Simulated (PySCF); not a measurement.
CH2AlNO, SMILES O=C=[N][AlH2]. Heavy atoms are numbered as in [AlH2:1][N:4]=[C:5]=[O:6]. Hydrogens are named by the atom that carries them.

The structure is a stationary point at B3LYP-D3(BJ)/def2-SVP.

Computed with PBE0/pcSseg-2 (PySCF).

GIAO shieldings, no solvent; atoms alike by connectivity are averaged. δ = σ(ref) − σ: ¹H against TMS (σ = 31.54 ppm); ¹⁵N against NH3 (σ = 263.3 ppm); ¹³C against TMS (σ = 186.1 ppm); ¹⁷O against H2O (σ = 327.8 ppm), references at their B3LYP-D3(BJ)/def2-TZVP geometries, non-relativistic.

| nucleus | atoms | count | δ (ppm) |
|---|---|---|---|
| ¹H | H on Al1 | 2 | 4.86 |
| ¹⁵N | N4 | 1 | 66.7 |
| ¹³C | C5 | 1 | 134.3 |
| ¹⁷O | O6 | 1 | 138.2 |
